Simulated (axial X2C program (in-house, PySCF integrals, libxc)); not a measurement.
**Low determinants of MgCo at the PBE0 level, with spin–orbit coupling**

Calculated with an in-house relativistic program for diatomic molecules. Two-component (2c) means X2C with spin–orbit coupling and atomic mean-field two-electron Coulomb and Gaunt terms. Basis: Co dyall-cv3z [9s10p6d3f2g], Mg dyall-cv3z [9s8p6d3f] (cores contracted in-house); Gaussian nuclei, density fitting, unrestricted open shells. Masses: Co 58.933 u, Mg 23.985 u.

Search at 2.565 Å (vertical energies from the lowest determinant):

```json
{"ΔE (eV)": "0.00", "state": "Ω = 7/2", "electrons beyond evenly filled partner blocks": "2 × ω = 1/2, ω = 5/2", "electrons in ±ω = 1/2, 3/2, 5/2, 7/2": "28 10 1 0"}
{"ΔE (eV)": "0.23", "state": "Ω = 9/2", "electrons beyond evenly filled partner blocks": "ω = 1/2, ω = 3/2, ω = 5/2", "electrons in ±ω = 1/2, 3/2, 5/2, 7/2": "29 9 1 0"}
{"ΔE (eV)": "0.39", "state": "Ω = 3/2", "electrons beyond evenly filled partner blocks": "ω = 3/2", "electrons in ±ω = 1/2, 3/2, 5/2, 7/2": "28 9 2 0"}
{"ΔE (eV)": "0.41", "state": "Ω = 7/2", "electrons beyond evenly filled partner blocks": "ω = -1/2, ω = 3/2, ω = 5/2", "electrons in ±ω = 1/2, 3/2, 5/2, 7/2": "29 9 1 0"}
{"ΔE (eV)": "0.56", "state": "Ω = 1/2", "electrons beyond evenly filled partner blocks": "2 × ω = -1/2, ω = 3/2", "electrons in ±ω = 1/2, 3/2, 5/2, 7/2": "28 9 2 0"}
{"ΔE (eV)": "0.57", "state": "Ω = 5/2", "electrons beyond evenly filled partner blocks": "2 × ω = 1/2, ω = 3/2", "electrons in ±ω = 1/2, 3/2, 5/2, 7/2": "28 9 2 0"}
{"ΔE (eV)": "0.71", "state": "Ω = 3/2", "electrons beyond evenly filled partner blocks": "ω = 1/2, ω = -3/2, ω = 5/2", "electrons in ±ω = 1/2, 3/2, 5/2, 7/2": "29 9 1 0"}
```

Lowest determinant, Ω = 7/2 (⟨Sz⟩ = 1.50, ⟨Lz⟩ = 2.00 at PBE0): Re = 2.559 Å, ωe = 225.2 cm⁻¹.

The determinant in row 2 of the search, Ω = 9/2 (⟨Sz⟩ = 1.50, ⟨Lz⟩ = 3.00 at PBE0), was followed along the bond at PBE0; measured from the minimum of the lowest determinant it gives:

Te = 0.227 eV (1831 cm⁻¹), Re = 2.567 Å, ωe = 227.4 cm⁻¹.

(1) Compare the bond of the determinant in row 2 with that of the lowest one.

The search compares states at one distance, so a state with another bond length can lie lower; it is not exhaustive and yields mostly the lowest determinant of each block pattern, so other components and higher states of one pattern are missing. These are energies of single determinants, not of spin-adapted states; PBE0 term energies can be off by some tenths of an eV, and the functional has no current term. The lowest determinant need not be the ground state where others lie within half an eV.

## Answers

(1) At PBE0 its Re is 0.008 Å longer and its force constant, which goes as ωe², is 1.02 times that of the lowest determinant. T0 ≈ Te + Δωe/2 = 1831 + (1) = 1832 cm⁻¹.
